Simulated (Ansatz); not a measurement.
Geometry optimisation, RKS r2SCANh/def2-SVP (Ansatz 0.2.0).

Input file:

```yaml
crystal:
  periodic: [false, false, false]
  atoms:
    - { symbol: Ge, position_ang: [-0.045795, 0.195984, 0.144175] }
    - { symbol: C, position_ang: [-0.023212, 0.131582, 2.10262] }
    - { symbol: H, position_ang: [-0.719637, -0.627416, 2.479647] }
    - { symbol: H, position_ang: [0.982303, -0.090467, 2.479587] }
    - { symbol: H, position_ang: [-0.329536, 1.10376, 2.511988] }
    - { symbol: H, position_ang: [1.362928, -0.004372, -0.429156] }
    - { symbol: H, position_ang: [-0.560603, 1.568, -0.3228] }
    - { symbol: H, position_ang: [-0.971147, -0.87962, -0.438374] }
    - { symbol: H, position_ang: [0.826498, -2.309376, 0.894128] }
    - { symbol: H, position_ang: [0.717702, -1.992373, 1.526486] }
basis:
  gaussian: { orbitals: def2-SVP }
hamiltonian:
  xc: r2scanh
relax:
  f_tol: 0.03
  max_steps: 50
```

Command:

```bash
$ ansatz run input.yaml --threads 2 --pin off --max-ram 3072MiB --backend cpu --events-out ev --progress --plain --runs-dir out
```

**Question.** Where does it end, and by what steps?

**Answer.** The forces met the threshold. The force dipped under the threshold on the way, but the program's further checks kept it going. After 25 steps the energy has fallen by 0.229 eV; H10 moved furthest, 1.39 Å.

```json
{"step": "0", "energy less start (eV)": "0.0000", "largest force component (eV/Å)": "1.423", "accepted": "yes"}
{"step": "1", "energy less start (eV)": "-0.1237", "largest force component (eV/Å)": "0.146", "accepted": "yes"}
{"step": "2", "energy less start (eV)": "-0.1617", "largest force component (eV/Å)": "0.082", "accepted": "yes"}
{"step": "3", "energy less start (eV)": "-0.1697", "largest force component (eV/Å)": "0.188", "accepted": "yes"}
{"step": "4", "energy less start (eV)": "-0.1852", "largest force component (eV/Å)": "0.129", "accepted": "yes"}
{"step": "5", "energy less start (eV)": "-0.1606", "largest force component (eV/Å)": "0.879", "accepted": "no"}
{"step": "6", "energy less start (eV)": "-0.1927", "largest force component (eV/Å)": "0.131", "accepted": "yes"}
{"step": "7", "energy less start (eV)": "-0.1991", "largest force component (eV/Å)": "0.186", "accepted": "yes"}
{"step": "8", "energy less start (eV)": "-0.2007", "largest force component (eV/Å)": "0.457", "accepted": "yes"}
{"step": "9", "energy less start (eV)": "-0.2221", "largest force component (eV/Å)": "0.023", "accepted": "yes"}
{"step": "10", "energy less start (eV)": "-0.2133", "largest force component (eV/Å)": "0.823", "accepted": "no"}
{"step": "11", "energy less start (eV)": "-0.2248", "largest force component (eV/Å)": "0.094", "accepted": "yes"}
{"step": "12", "energy less start (eV)": "-0.2254", "largest force component (eV/Å)": "0.240", "accepted": "yes"}
{"step": "13", "energy less start (eV)": "-0.2270", "largest force component (eV/Å)": "0.060", "accepted": "yes"}
{"step": "14", "energy less start (eV)": "-0.2276", "largest force component (eV/Å)": "0.004", "accepted": "yes"}
{"step": "15", "energy less start (eV)": "-0.1852", "largest force component (eV/Å)": "1.088", "accepted": "no"}
{"step": "16", "energy less start (eV)": "-0.2278", "largest force component (eV/Å)": "0.015", "accepted": "yes"}
{"step": "17", "energy less start (eV)": "-0.2267", "largest force component (eV/Å)": "0.272", "accepted": "no"}
{"step": "18", "energy less start (eV)": "-0.2281", "largest force component (eV/Å)": "0.075", "accepted": "yes"}
{"step": "19", "energy less start (eV)": "-0.2282", "largest force component (eV/Å)": "0.068", "accepted": "yes"}
{"step": "20", "energy less start (eV)": "-0.2284", "largest force component (eV/Å)": "0.075", "accepted": "yes"}
{"step": "21", "energy less start (eV)": "-0.2286", "largest force component (eV/Å)": "0.067", "accepted": "yes"}
{"step": "22", "energy less start (eV)": "-0.2288", "largest force component (eV/Å)": "0.044", "accepted": "yes"}
{"step": "23", "energy less start (eV)": "-0.2290", "largest force component (eV/Å)": "0.033", "accepted": "yes"}
{"step": "24", "energy less start (eV)": "-0.2291", "largest force component (eV/Å)": "0.039", "accepted": "yes"}
{"step": "25", "energy less start (eV)": "-0.2291", "largest force component (eV/Å)": "0.025", "accepted": "yes"}
```

```xyz
10
Properties=species:S:1:pos:R:3
Ge -0.148 0.341 0.188
C -0.202 0.424 2.135
H -1.241 0.454 2.489
H 0.289 -0.456 2.570
H 0.314 1.325 2.494
H 1.304 0.295 -0.308
H -0.835 1.573 -0.420
H -0.874 -0.916 -0.315
H 1.071 -2.867 0.789
H 1.562 -3.076 1.327
```

Whether the end is a true minimum wasn't checked by a vibrational analysis.

Run time: 58 s on 2 threads of Arm Neoverse V1, with other jobs on the host, peak memory 0.17 GiB.
